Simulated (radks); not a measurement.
Species: the mercury ion Hg+. Configuration: [Xe] 4f14 5d10 6s1 (the NIST ground configuration). Method: scalar-relativistic Kohn-Sham, PBE, spin-polarised, spherical densities, finite nucleus; open shells are filled with parallel spins first (spin-orbit coupling, left out, can overturn this in heavy ions); Fermi nuclear charge, rms radius 5.4648 fm; computed with a radial shooting solver on a logarithmic mesh with Libxc functionals.

Local quantities along the radius. ELF = 1/(1 + alpha^2) is the electron localisation function; alpha = (tau - tau_W)/tau_unif compares the Pauli kinetic energy density with that of the uniform gas (summed over spins). tau is taken from the large components.

r (bohr)	ELF	alpha
0.00136	0.999	0.02491
0.001596	0.999	0.02655
0.001858	0.999	0.02854
0.00218	0.999	0.03123
0.002538	0.999	0.03452
0.002955	0.999	0.03878
0.003468	0.998	0.04473
0.004037	0.997	0.05235
0.004737	0.996	0.06337
0.005515	0.994	0.07811
0.006472	0.990	0.1006
0.007534	0.983	0.1322
0.008842	0.968	0.1832
0.01029	0.937	0.2589
0.01198	0.876	0.3771
0.01406	0.755	0.5703
0.01637	0.590	0.8338
0.01921	0.426	1.160
0.02236	0.342	1.386
0.02625	0.347	1.372
0.03055	0.435	1.139
0.03585	0.578	0.8537
0.04174	0.692	0.6673
0.04859	0.741	0.5911
0.05702	0.712	0.6363
0.06639	0.595	0.8246
0.0779	0.425	1.163
0.09069	0.348	1.370
0.1064	0.422	1.171
0.1239	0.585	0.8416
0.1454	0.704	0.6488
0.1693	0.695	0.6623
0.1971	0.534	0.9332
0.2312	0.314	1.480
0.2692	0.311	1.490
0.3159	0.525	0.9517
0.3678	0.688	0.6728
0.4316	0.710	0.6387
0.5024	0.611	0.7977
0.5896	0.418	1.181
0.6864	0.314	1.477
0.7991	0.394	1.239
0.9377	0.579	0.8531
1.092	0.659	0.7189
1.281	0.627	0.7710
1.491	0.534	0.9335
1.75	0.424	1.165
2.038	0.341	1.389
2.391	0.280	1.602
2.784	0.233	1.815
3.24	0.183	2.115
3.803	0.126	2.632
4.427	0.075	3.505
5.195	0.034	5.339
6.048	0.011	9.310
7.097	0.002	20.45

On this mesh the ELF has minima near r = 0.022, 0.091, 0.27, 0.69 bohr, which separate the shells, and maxima near 0.049 (0.74), 0.15 (0.70), 0.43 (0.71), 1.1 (0.66).
